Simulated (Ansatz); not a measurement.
A short molecular-dynamics run on GaH2Me (CH5Ga).

```yaml
crystal:
  periodic: [false, false, false]
  atoms:
    - {symbol: Ga, position_ang: [0.526546, 0.921373, 0.005768]}
    - {symbol: H, position_ang: [2.100395, 0.934805, 0.024219]}
    - {symbol: H, position_ang: [-0.242694, 2.293379, -0.047904]}
    - {symbol: C, position_ang: [-0.454557, -0.782663, 0.019685]}
    - {symbol: H, position_ang: [-0.533782, -1.152806, -1.007847]}
    - {symbol: H, position_ang: [-1.467540, -0.669546, 0.408391]}
    - {symbol: H, position_ang: [0.071633, -1.544531, 0.597678]}
basis:
  gaussian: {orbitals: def2-SVP}
hamiltonian: {xc: {name: r2SCAN}, dispersion: d3bj}
md: {timestep: 1 fs, n_steps: 15, ensemble: nvt_nose_hoover, temperature: 500, initial_velocities: maxwell_boltzmann, seed: 694}
scf: {omitted_lower_state_checks: [starts]}
```

```sh
$ ansatz run in.yaml --threads 4 --pin off --events-out ev --progress --plain --max-ram 3916MiB
```

```tsv
step	time (fs)	potential energy (eV)	kinetic (eV)	T (K)	conserved (eV)
0	0.0	-53487.5243	0.3231	500	-53487.2011
1	1.0	-53487.4867	0.2880	446	-53487.1987
2	2.0	-53487.4297	0.2338	362	-53487.1959
3	3.0	-53487.3934	0.1970	305	-53487.1964
4	4.0	-53487.3728	0.1748	270	-53487.1980
5	5.0	-53487.3450	0.1474	228	-53487.1977
6	6.0	-53487.3126	0.1165	180	-53487.1962
7	7.0	-53487.2967	0.1016	157	-53487.1953
8	8.0	-53487.3106	0.1150	178	-53487.1959
9	9.0	-53487.3448	0.1475	228	-53487.1977
10	10.0	-53487.3721	0.1733	268	-53487.1993
11	11.0	-53487.3685	0.1701	263	-53487.1990
12	12.0	-53487.3394	0.1434	222	-53487.1968
13	13.0	-53487.3178	0.1234	191	-53487.1955
14	14.0	-53487.3223	0.1265	196	-53487.1969
15	15.0	-53487.3324	0.1351	209	-53487.1986
```

Velocities are drawn at the set temperature; a run this short doesn't reach equilibrium.

Frames (Å, forces in eV/Å):

```xyz
7
time=0.0 fs
Ga    0.527    0.921    0.006    0.013    0.023   -0.003
H     2.100    0.935    0.024   -0.057   -0.008   -0.004
H    -0.243    2.293   -0.048    0.023   -0.052   -0.002
C    -0.455   -0.783    0.020    0.191    0.354    0.046
H    -0.534   -1.153   -1.008   -0.019   -0.106   -0.299
H    -1.468   -0.670    0.408   -0.307    0.025    0.104
H     0.072   -1.545    0.598    0.155   -0.235    0.158
7
time=1.0 fs
Ga    0.527    0.921    0.005   -0.424    0.108    0.093
H     2.075    0.933    0.042    0.302    0.015   -0.026
H    -0.270    2.285   -0.018    0.098   -0.106   -0.037
C    -0.453   -0.779    0.023    0.551    0.469    0.430
H    -0.554   -1.142   -0.982    0.115   -0.414   -1.134
H    -1.468   -0.677    0.367   -0.726    0.139    0.516
H     0.072   -1.546    0.598    0.085   -0.211    0.157
7
time=2.0 fs
Ga    0.528    0.920    0.004   -0.846    0.192    0.182
H     2.052    0.931    0.059    0.651    0.037   -0.040
H    -0.296    2.276    0.011    0.170   -0.152   -0.076
C    -0.451   -0.776    0.027    0.632    0.434    0.628
H    -0.573   -1.135   -0.966    0.255   -0.586   -1.582
H    -1.476   -0.684    0.330   -0.836    0.208    0.781
H     0.073   -1.549    0.599   -0.025   -0.132    0.107
7
time=3.0 fs
Ga    0.529    0.920    0.003   -1.173    0.269    0.266
H     2.036    0.930    0.076    0.918    0.056   -0.050
H    -0.321    2.265    0.040    0.234   -0.181   -0.117
C    -0.448   -0.772    0.031    0.280    0.194    0.386
H    -0.590   -1.134   -0.966    0.425   -0.529   -1.393
H    -1.492   -0.688    0.301   -0.542    0.226    0.874
H     0.074   -1.553    0.602   -0.142   -0.034    0.034
7
time=4.0 fs
Ga    0.529    0.920    0.002   -1.333    0.333    0.350
H     2.029    0.929    0.093    1.034    0.071   -0.062
H    -0.344    2.252    0.067    0.286   -0.187   -0.159
C    -0.445   -0.767    0.035   -0.381   -0.187   -0.227
H    -0.603   -1.138   -0.979    0.612   -0.290   -0.715
H    -1.513   -0.691    0.280    0.015    0.209    0.847
H     0.074   -1.558    0.605   -0.235    0.051   -0.033
7
time=5.0 fs
Ga    0.529    0.919    0.001   -1.290    0.376    0.439
H     2.031    0.929    0.108    0.968    0.083   -0.085
H    -0.364    2.238    0.093    0.322   -0.166   -0.198
C    -0.442   -0.763    0.039   -1.069   -0.580   -0.923
H    -0.609   -1.145   -0.999    0.764   -0.003    0.078
H    -1.534   -0.691    0.268    0.592    0.183    0.765
H     0.072   -1.562    0.607   -0.286    0.107   -0.076
7
time=6.0 fs
Ga    0.529    0.919    0.000   -1.066    0.389    0.535
H     2.042    0.930    0.123    0.737    0.091   -0.121
H    -0.380    2.222    0.117    0.339   -0.117   -0.231
C    -0.441   -0.760    0.043   -1.558   -0.883   -1.474
H    -0.609   -1.152   -1.018    0.838    0.230    0.706
H    -1.549   -0.689    0.262    1.002    0.164    0.672
H     0.066   -1.565    0.609   -0.291    0.127   -0.087
7
time=7.0 fs
Ga    0.529    0.919   -0.001   -0.724    0.366    0.637
H     2.061    0.931    0.137    0.404    0.096   -0.168
H    -0.394    2.205    0.139    0.336   -0.041   -0.256
C    -0.440   -0.757    0.045   -1.744   -1.060   -1.797
H    -0.600   -1.156   -1.030    0.823    0.365    1.060
H    -1.554   -0.686    0.263    1.155    0.158    0.587
H     0.058   -1.567    0.610   -0.249    0.115   -0.064
7
time=8.0 fs
Ga    0.529    0.919   -0.001   -0.339    0.309    0.740
H     2.084    0.933    0.150    0.043    0.098   -0.221
H    -0.404    2.187    0.158    0.313    0.058   -0.272
C    -0.441   -0.755    0.046   -1.597   -1.107   -1.878
H    -0.584   -1.157   -1.032    0.724    0.394    1.122
H    -1.549   -0.682    0.270    1.026    0.167    0.520
H     0.048   -1.568    0.610   -0.170    0.082   -0.012
7
time=9.0 fs
Ga    0.529    0.919   -0.002    0.029    0.224    0.838
H     2.107    0.937    0.160   -0.286    0.098   -0.272
H    -0.411    2.170    0.175    0.273    0.169   -0.279
C    -0.443   -0.753    0.045   -1.131   -1.038   -1.711
H    -0.561   -1.155   -1.024    0.555    0.313    0.892
H    -1.534   -0.676    0.282    0.628    0.193    0.475
H     0.036   -1.568    0.611   -0.068    0.041    0.058
7
time=10.0 fs
Ga    0.529    0.918   -0.002    0.339    0.124    0.925
H     2.127    0.941    0.167   -0.546    0.096   -0.316
H    -0.416    2.155    0.189    0.223    0.282   -0.279
C    -0.446   -0.753    0.043   -0.426   -0.867   -1.286
H    -0.532   -1.149   -1.007    0.333    0.124    0.377
H    -1.512   -0.668    0.298    0.035    0.230    0.449
H     0.023   -1.568    0.612    0.043    0.011    0.130
7
time=11.0 fs
Ga    0.528    0.918   -0.003    0.571    0.027    0.997
H     2.142    0.946    0.172   -0.721    0.093   -0.349
H    -0.419    2.142    0.201    0.170    0.383   -0.274
C    -0.450   -0.753    0.040    0.321   -0.621   -0.627
H    -0.500   -1.142   -0.986    0.090   -0.149   -0.349
H    -1.491   -0.658    0.319   -0.575    0.264    0.413
H     0.010   -1.567    0.614    0.144    0.004    0.188
7
time=12.0 fs
Ga    0.528    0.918   -0.003    0.715   -0.049    1.048
H     2.150    0.952    0.173   -0.808    0.090   -0.369
H    -0.420    2.133    0.210    0.125    0.457   -0.268
C    -0.453   -0.754    0.037    0.830   -0.363    0.127
H    -0.467   -1.137   -0.969   -0.136   -0.424   -1.066
H    -1.474   -0.645    0.343   -0.948    0.267    0.309
H    -0.001   -1.567    0.618    0.222    0.022    0.220
7
time=13.0 fs
Ga    0.528    0.918   -0.003    0.762   -0.090    1.076
H     2.150    0.959    0.171   -0.805    0.085   -0.376
H    -0.419    2.128    0.216    0.094    0.494   -0.262
C    -0.456   -0.755    0.033    0.922   -0.192    0.694
H    -0.436   -1.135   -0.962   -0.329   -0.569   -1.427
H    -1.467   -0.630    0.371   -0.913    0.209    0.080
H    -0.009   -1.566    0.624    0.270    0.063    0.215
7
time=14.0 fs
Ga    0.528    0.918   -0.003    0.705   -0.094    1.078
H     2.143    0.967    0.165   -0.716    0.079   -0.369
H    -0.418    2.128    0.220    0.082    0.489   -0.259
C    -0.457   -0.757    0.030    0.682   -0.180    0.843
H    -0.408   -1.139   -0.968   -0.503   -0.498   -1.206
H    -1.469   -0.612    0.399   -0.534    0.088   -0.259
H    -0.016   -1.565    0.632    0.284    0.116    0.173
7
time=15.0 fs
Ga    0.529    0.918   -0.003    0.542   -0.064    1.053
H     2.129    0.976    0.156   -0.542    0.073   -0.349
H    -0.416    2.133    0.221    0.092    0.442   -0.260
C    -0.459   -0.758    0.028    0.346   -0.294    0.613
H    -0.384   -1.148   -0.986   -0.670   -0.258   -0.535
H    -1.476   -0.594    0.425   -0.036   -0.070   -0.622
H    -0.019   -1.562    0.641    0.269    0.170    0.100
```

Hardware: 4 threads of Intel Xeon on a shared host. Wall time 10 s.
